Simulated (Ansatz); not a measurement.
C$_{2}$H$_{7}$FOSi$_{2}$, SMILES `C=C[SiH](F)O[SiH3]`. Charge 0, multiplicity 1.

Cartesian coordinates in Å:
```
C -0.9693 -0.6780 -2.0393
C -0.8575 0.6022 -1.6950
Si -0.0721 1.1400 -0.1187
F -1.1020 2.0454 0.7003
O 0.2962 -0.1720 0.7578
Si 1.0418 -0.8051 2.0719
H -0.6093 -1.4720 -1.3919
H -1.4257 -0.9882 -2.9750
H -1.2336 1.3601 -2.3803
H 1.1339 1.9777 -0.3128
H 2.2718 -0.0317 2.3837
H 1.4013 -2.2102 1.7619
H 0.1245 -0.7682 3.2374
```

Q: Give the diagnostics of a CCSD(T)/def2-TZVPP run (frozen core, Ansatz). (Best estimate.)

A: Ansatz gave: T1 = 0.0118, largest single amplitude 0.014, largest double 0.066, (T) share of the correlation energy 3.5 %, 9 CCSD cycles. The RHF solution is stable towards an unrestricted one. T1 lies under the customary mark of 0.02 for closed shells.
